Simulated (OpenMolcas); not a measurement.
# Sb³⁺: effect of the basis set

```
Program             : OpenMolcas 26.06
Method              : MS-CASPT2, IPEA 0.25 Eh, imaginary shift 0.1 Eh (closed shells correlated: 4d)
Active space        : 2 electrons in 8 orbitals (5s 5p 6s 6p)
State averaging     : 2S+1 = 3 even, 3 roots; 2S+1 = 1 even, 7 roots; 2S+1 = 3 odd, 3 roots; 2S+1 = 1 odd, 3 roots
Spin-orbit coupling : RASSI with atomic mean-field integrals over the reference wave functions, term energies averaged over their components
```

A. ANO-RCC-VTZP [7s6p4d2f1g], DKH2, point nucleus; CASPT2 step roughly 6 core-seconds
B. ANO-R2 [7s6p4d2f1g], X2C, finite nucleus; CASPT2 step of the order of 4 core-seconds
C. ANO-RCC-VQZP [8s7p5d3f2g], DKH2, point nucleus; CASPT2 step of the order of 9 core-seconds
D. ANO-RCC [10s9p8d5f3g], DKH2, point nucleus; CASPT2 step roughly 17 core-seconds

Energies in cm⁻¹ above 5s² ¹S₀, the measured ground level; measured values from Moore, Atomic Energy Levels, vol. III, NSRDS-NBS 35 (1971 reprint of NBS Circular 467, 1958).

| Level | A | B | C | D | Measured |
| --- | --- | --- | --- | --- | --- |
| 5s² ¹S₀ | 0.0 | 0.0 | 0.0 | 0.0 | 0.0 |
| 5s 5p ³P°₀ | 65050 | 64350 | 64900 | 64620 |  |
| 5s 5p ³P°₁ | 67130 | 66320 | 66820 | 66610 | 66700 |
| 5s 5p ³P°₂ | 72310 | 71210 | 71600 | 71570 | 72560 |
| 5s 5p ¹P°₁ | 94910 | 93980 | 94140 | 93880 | 95952 |
| 5p² ³P₀ | 153950 | 151600 | 153350 | 152950 | 152076 |
| 5p² ³P₁ | 157190 | 155000 | 156150 | 155800 | 156388 |
| 5p² ¹D₂ [55 %] | 157920 | 155920 | 156700 | 156210 | 155956 |

Deviations, from unrounded energies. A percentage is the sum of absolute deviations over the sum of measured energies, with the sign that they share, or ± where signs differ.

```json
{"Against measurement": "mean absolute deviation (cm-1)", "Levels": "6", "A": "1100", "B": "930", "C": "860", "D": "810"}
{"Against measurement": "other configurations (%)", "Levels": "6", "A": "±0.9", "B": "-0.8", "C": "±0.7", "D": "±0.7"}
```

D lies closest to measurement on these levels and A furthest from it. The largest miss of D in the table is 5s 5p ¹P°₁, by -2100 cm-1. The ranking rests on the paired levels alone, and a cruder setting can come out closer through cancelling errors.

The two smallest mean deviations differ by little beside CASPT2's spread within terms, so their order carries little weight.

Among A to D the level of the table that moves most is 5p² ³P₀, by 2300 cm-1 (lowest in B, highest in A). Moves below CASPT2's spread within the term are not significant.

Term energies are means over components that CASPT2 splits; among the terms shown or strongly mixed into the levels shown the widest spread is 270 cm-1 (5p² ¹D, A). Over all roots computed the reference weight is 0.88 to 0.95 in A, 0.87 to 0.94 in B, 0.87 to 0.94 in C, 0.87 to 0.94 in D; the roots of lowest weight are the least certain, and an intruder state may touch them. Active for correlation alone: 6p 6s; no level in the range computed is led by a configuration that fills them, so any true level of that kind is missing. The ¹D term of p² mixes with s d, which this space lacks. Computed and measured levels are paired by configuration, term and J; levels that our copy of the source lacks, or whose pairing is in doubt (as where it misses far off the trend of its configuration), stay unpaired and out of the deviations. Levels of configurations outside the active space are missing. Levels that lie high or do not pair safely by name in every column are left out.

A share in square brackets marks a mixed level and gives the weight of the term that names it, the lowest over the columns. ° marks odd parity.
